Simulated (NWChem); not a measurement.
System: Tl, doublet

NWChem input:

```
start job
memory heap 200 mb stack 900 mb global 1100 mb
geometry units angstroms noautoz
  Tl     0.000000     0.000000     0.000000
end
basis spherical
  Tl library def2-qzvp
end
ecp
  Tl library def2-ecp
end
dft
  odft
  mult 2
  xc b3lyp
  iterations 150
  mulliken
end
task dft energy
```

Parts of the log:

```
             Northwest Computational Chemistry Package (NWChem) 7.3.0
             --------------------------------------------------------

                             Geometry "geometry" -> ""
                             -------------------------

 Output coordinates in angstroms (scale by  1.889725989 to convert to a.u.)

  No.       Tag          Charge          X              Y              Z
 ---- ---------------- ---------- -------------- -------------- --------------
    1 Tl                  81.0000     0.00000000     0.00000000     0.00000000

 Effective nuclear repulsion energy (a.u.)       0.0000000000

                                 NWChem DFT Module
                                 -----------------

 Summary of "ao basis" -> "ao basis" (spherical)
 ------------------------------------------------------------------------------
       Tag                 Description            Shells   Functions and Types
 ---------------- ------------------------------  ------  ---------------------
 Tl                        def2-qzvp                22       82   7s6p4d4f1g

            General Information
            -------------------
          SCF calculation type: DFT
          Wavefunction type:  spin polarized.
          No. of atoms     :     1
          No. of electrons :    21
           Alpha electrons :    11
            Beta electrons :    10
          Charge           :     0
          Spin multiplicity:     2
          Use of symmetry is: off; symmetry adaption is: off
          Maximum number of iterations: 150
          AO basis - number of functions:    82
                     number of shells:    22
          Convergence on energy requested:  1.00D-06
          Convergence on density requested:  1.00D-05
          Convergence on gradient requested:  5.00D-04

              XC Information
              --------------
                         B3LYP Method XC Potential
                     Hartree-Fock (Exact) Exchange  0.200
                        Slater Exchange Functional  0.800 local
                    Becke 1988 Exchange Functional  0.720 non-local
              Lee-Yang-Parr Correlation Functional  0.810
                  VWN I RPA Correlation Functional  0.190 local

             Grid Information
             ----------------
          Grid used for XC integration:  medium
          Radial quadrature: Mura-Knowles
          Angular quadrature: Lebedev.
          Tag              B.-S. Rad. Rad. Pts. Rad. Cut. Ang. Pts.
          ---              ---------- --------- --------- ---------
          Tl                  1.90      123          10.0       590
          Grid pruning is: on
          Number of quadrature shells:   123
          Spatial weights used:  Erf1

      Superposition of Atomic Density Guess
      -------------------------------------

 Sum of atomic energies:        -195.23688519

      Non-variational initial energy
      ------------------------------

 Total energy =    -171.417504
 1-e energy   =    -301.457182
 2-e energy   =     130.039679
 HOMO         =      -0.006860
 LUMO         =      -0.006860

     ---------------------------------------------
      Total Density - Mulliken Population Analysis
     ---------------------------------------------

    Atom       Charge   Shell Charges
 -----------   ------   -------------------------------------------------------
    1 Tl  21    21.00   0.70  0.03  1.15  0.16  0.71  1.00  0.24  5.88  0.00  0.15  0.23  0.20  0.54  8.94  0.88  0.17  0.01  0.00  0.00  0.00  0.00  0.00

     --------------------------------------------
      Spin Density - Mulliken Population Analysis
     --------------------------------------------

    Atom       Charge   Shell Charges
 -----------   ------   -------------------------------------------------------
    1 Tl  21     1.00  -0.00 -0.00 -0.00  0.00  0.00  0.00 -0.00  0.00  0.00  0.03  0.23  0.20  0.54  0.00 -0.00  0.00 -0.00 -0.00  0.00  0.00  0.00  0.00

   convergence    iter        energy       DeltaE   RMS-Dens  Diis-err
 ---------------- ----- ----------------- --------- --------- ---------
 d= 0,ls=0.0,diis     1   -172.5450623209 -1.73D+02  5.86D-03  3.32D-02
                                                     2.92D-03  2.93D-02
 d= 0,ls=0.0,diis     2   -172.5667799483 -2.17D-02  1.03D-03  1.31D-03
                                                     8.42D-04  8.28D-04
 d= 0,ls=0.0,diis     3   -172.5672142274 -4.34D-04  2.83D-04  9.56D-04
                                                     2.47D-04  9.83D-04
 d= 0,ls=0.0,diis     4   -172.5675484933 -3.34D-04  7.38D-05  2.04D-06
                                                     3.22D-05  2.24D-06
 d= 0,ls=0.0,diis     5   -172.5675522741 -3.78D-06  1.99D-05  2.74D-07
                                                     1.07D-05  1.44D-07
 d= 0,ls=0.0,diis     6   -172.5675524860 -2.12D-07  9.24D-07  1.67D-09
                                                     9.25D-07  1.01D-09

         Total DFT energy =     -172.567552485997
      One electron energy =     -301.460409788686
           Coulomb energy =      143.881162639498
    Exchange-Corr. energy =      -14.988305336809
 Nuclear repulsion energy =        0.000000000000

 Numeric. integr. density =       21.000000009866

                    DFT Final Alpha Molecular Orbital Analysis
                    ------------------------------------------

 Vector    9  Occ=1.000000D+00  E=-6.271017D-01
              MO Center= -1.1D-10, -1.7D-10,  8.3D-11, r^2= 6.5D-01
   Bfn.  Coefficient  Atom+Function         Bfn.  Coefficient  Atom+Function
  ----- ------------  ---------------      ----- ------------  ---------------
    28      0.653854  1 Tl d  0              27      0.567440  1 Tl d -1
    29      0.150685  1 Tl d  1              30     -0.117977  1 Tl d  2
    33      0.104207  1 Tl d  0              32      0.090435  1 Tl d -1
    26     -0.067412  1 Tl d -2              38      0.035562  1 Tl d  0
    37      0.030862  1 Tl d -1

 Vector   10  Occ=1.000000D+00  E=-3.856353D-01
              MO Center= -1.2D-09, -1.8D-09,  8.3D-10, r^2= 2.0D+00
   Bfn.  Coefficient  Atom+Function         Bfn.  Coefficient  Atom+Function
  ----- ------------  ---------------      ----- ------------  ---------------
     5     -0.556458  1 Tl s                  6     -0.558454  1 Tl s
     3      0.511932  1 Tl s                  1      0.170299  1 Tl s
     7     -0.107911  1 Tl s                  2      0.081008  1 Tl s
     4     -0.038435  1 Tl s

 Vector   11  Occ=1.000000D+00  E=-1.195609D-01
              MO Center= -7.2D-10, -1.1D-09,  4.8D-10, r^2= 4.7D+00
   Bfn.  Coefficient  Atom+Function         Bfn.  Coefficient  Atom+Function
  ----- ------------  ---------------      ----- ------------  ---------------
    22      0.425102  1 Tl pz                19      0.341136  1 Tl pz
    10     -0.243311  1 Tl pz                21      0.190175  1 Tl py
    25      0.175533  1 Tl pz                18      0.152618  1 Tl py
    16      0.131407  1 Tl pz                 9     -0.108853  1 Tl py
    24      0.078547  1 Tl py                15      0.058789  1 Tl py

 Vector   12  Occ=0.000000D+00  E=-7.466454D-02
              MO Center= -9.4D-10, -6.6D-10,  2.7D-10, r^2= 5.0D+00
   Bfn.  Coefficient  Atom+Function         Bfn.  Coefficient  Atom+Function
  ----- ------------  ---------------      ----- ------------  ---------------
    21      0.393081  1 Tl py                18      0.342963  1 Tl py
     9     -0.240972  1 Tl py                24      0.221436  1 Tl py
    22     -0.176892  1 Tl pz                19     -0.154326  1 Tl pz
    15      0.128581  1 Tl py                10      0.108433  1 Tl pz
    25     -0.099619  1 Tl pz                16     -0.057859  1 Tl pz

 Vector   13  Occ=0.000000D+00  E=-7.466285D-02
              MO Center= -4.0D-10, -1.4D-09,  6.7D-10, r^2= 5.0D+00
   Bfn.  Coefficient  Atom+Function         Bfn.  Coefficient  Atom+Function
  ----- ------------  ---------------      ----- ------------  ---------------
    20      0.428507  1 Tl px                17      0.373926  1 Tl px
     8     -0.262705  1 Tl px                23      0.241400  1 Tl px
    14      0.140167  1 Tl px                11     -0.044081  1 Tl px
    22      0.038921  1 Tl pz                19      0.033938  1 Tl pz
    21      0.026846  1 Tl py

 Vector   14  Occ=0.000000D+00  E= 3.584249D-02
              MO Center= -9.9D-09, -1.6D-08,  6.4D-09, r^2= 9.6D+00
   Bfn.  Coefficient  Atom+Function         Bfn.  Coefficient  Atom+Function
  ----- ------------  ---------------      ----- ------------  ---------------
     6      2.746663  1 Tl s                  7     -2.515950  1 Tl s
     5     -0.774466  1 Tl s                  4      0.472185  1 Tl s
     3     -0.392654  1 Tl s                 43     -0.088227  1 Tl d  0
     1     -0.081657  1 Tl s                 42     -0.076591  1 Tl d -1
    38      0.035917  1 Tl d  0              37      0.031184  1 Tl d -1

                     DFT Final Beta Molecular Orbital Analysis
                     -----------------------------------------

 Vector    8  Occ=1.000000D+00  E=-6.257801D-01
              MO Center= -8.7D-11, -2.2D-10,  1.0D-10, r^2= 6.4D-01
   Bfn.  Coefficient  Atom+Function         Bfn.  Coefficient  Atom+Function
  ----- ------------  ---------------      ----- ------------  ---------------
    27      0.590713  1 Tl d -1              28     -0.577050  1 Tl d  0
    30     -0.328733  1 Tl d  2              26     -0.096218  1 Tl d -2
    32      0.091182  1 Tl d -1              33     -0.089073  1 Tl d  0
    35     -0.050743  1 Tl d  2              37      0.028787  1 Tl d -1
    38     -0.028121  1 Tl d  0

[...]
```

Level: B3LYP/def2-QZVP with def2 effective core potentials on Tl, spin-unrestricted. The open p shell is one determinant without spherical averaging. No stability test was run on the SCF state. B3LYP is NWChem's, with the RPA form of VWN correlation. def2 effective core potentials on Tl; no spin-orbit coupling.
